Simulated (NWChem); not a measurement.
SnH₄; SMILES [SnH4]

```xyz
5

Sn     0.0000     0.0000     0.0000
H      1.1107     0.0000     1.3022
H      0.8038    -0.4721    -1.4354
H     -0.6461     1.5724    -0.1988
H     -1.2684    -1.1003     0.3320
```
Atoms are numbered in this order, from 1.

The geometry was optimised at PBE0/def2-SVP. def2 effective core potentials on Sn; no spin-orbit coupling.

List the 6 lowest vertical singlet excitations from PBE/def2-SVP with def2 effective core potentials on Sn, full TDDFT (NWChem).


| state | energy (eV) | oscillator strength | leading excitation (squared amplitude) |
|---|---|---|---|
| S1 | 8.16 | 0.000 | HOMO−1 → LUMO+1 (0.50) |
| S2 | 8.16 | 0.000 | HOMO → LUMO+3 (0.50) |
| S3 | 8.16 | 0.000 | HOMO−1 → LUMO+3 (0.49) |
| S4 | 8.22 | 0.000 | HOMO → LUMO (0.61) |
| S5 | 8.22 | 0.000 | HOMO−1 → LUMO (0.60) |
| S6 | 8.23 | 0.000 | HOMO−2 → LUMO (0.61) |
